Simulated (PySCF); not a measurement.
A calculated (r2SCAN, PySCF 2.14, ANO-RCC-VTZP, the spin-free X2C one-electron Hamiltonian (Gaussian nucleus)) atom or ion has these occupied shells.

```
shell  electrons  orbital energy (eV)  rms radius, mean of both spins (bohr)
 1s α          1             -12562.2                                 0.0508
 1s β          1             -12562.1                                 0.0508
 2s α          1              -1657.0                                  0.212
 2s β          1              -1657.0                                  0.212
 2p α          3              -1460.3                                  0.189
 2p β          3              -1460.2                                  0.189
 3s α          1              -255.99                                  0.614
 3s β          1              -255.90                                  0.614
 3p α          3              -193.58                                  0.637
 3p β          3              -193.48                                  0.637
 3d α          5              -90.952                                  0.698
 3d β          5              -90.783                                  0.698
 4s α          1              -50.229                                   1.75
 4s β          1              -48.860                                   1.75
 4p α          1              -37.528                                   2.00
```

Name the element and its charge.

Se³⁺ (selenium, charge +3), in [Ar] 3d10 4s2 4p1, 2P determinant.
